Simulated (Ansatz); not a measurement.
Basis-set extrapolation for C$_{3}$H$_{4}$AlF (`F[C]1=C[CH2][AlH]1`) (PBE0-D4/def2-TZVP geometry, frozen core, the Gaussian-basis code of Ansatz). Multiplicity 1, RHF reference.

|  | def2-TZVPP | def2-QZVPP |
| --- | --- | --- |
| HF | -457.322091 | -457.338495 |
| MP2 correlation | -0.799311 | -0.859609 |
| CCSD(T) correlation | -0.863432 | not run |

Energies in hartree. Use E(X) = E(∞) + A·exp(−7.88·√X) for Hartree–Fock and E(X) = E(∞) + B·X^(−2.97) for correlation, with X = 3 and 4, and add CCSD(T) minus MP2 of the smaller set to the MP2 limit.

Q: What is the CCSD(T) energy at the basis-set limit?

A: HF limit: -457.338495 + (-0.016404) × 0.13774 = -457.34075. MP2 limit: -0.859609 + (-0.060298) × 0.74074 = -0.90427. Higher-order term: -0.863432 − (-0.799311) = -0.06412. Total: -458.30914 hartree, 324.6 kJ/mol below CCSD(T)/def2-TZVPP.
